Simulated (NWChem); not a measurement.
# GeNH2Cl, singlet; SMILES [NH2][Ge][Cl]

```xyz
5

Ge     0.4706     0.5202     0.0000
Cl    -0.1561    -1.6296     0.0000
N     -1.2336     1.1963     0.0000
H     -2.0808     0.6182     0.0000
H     -1.4333     2.2011     0.0000
```
Atoms are numbered in this order, from 1.

Level: PBE-D3(BJ)/def2-SVP (NWChem), optimised geometry, unscaled harmonic frequencies. Low-valent species are run as closed-shell singlets; no triplet was tried in these runs.

Task: List the harmonic frequencies with IR intensities, and the thermochemistry.

Result: 
```json
[
 {"frequency (cm⁻¹)": "199", "IR intensity (km/mol)": "2.0"},
 {"frequency (cm⁻¹)": "369", "IR intensity (km/mol)": "51.6"},
 {"frequency (cm⁻¹)": "419", "IR intensity (km/mol)": "171.1"},
 {"frequency (cm⁻¹)": "507", "IR intensity (km/mol)": "26.6"},
 {"frequency (cm⁻¹)": "657", "IR intensity (km/mol)": "31.0"},
 {"frequency (cm⁻¹)": "689", "IR intensity (km/mol)": "45.6"},
 {"frequency (cm⁻¹)": "1444", "IR intensity (km/mol)": "30.5"},
 {"frequency (cm⁻¹)": "3451", "IR intensity (km/mol)": "23.9"},
 {"frequency (cm⁻¹)": "3577", "IR intensity (km/mol)": "32.3"}
]
```

zero-point energy: 16.2 kcal/mol
thermal correction to the enthalpy at 298.15 K (with zero-point energy): 19.6 kcal/mol
heat capacity Cv: 13.9 cal/(mol K)
entropy at 298.15 K and 1 atm (symmetry number 1): 71.2 cal/(mol K)
dipole moment: 2.91 D

Rigid rotor and harmonic oscillator.
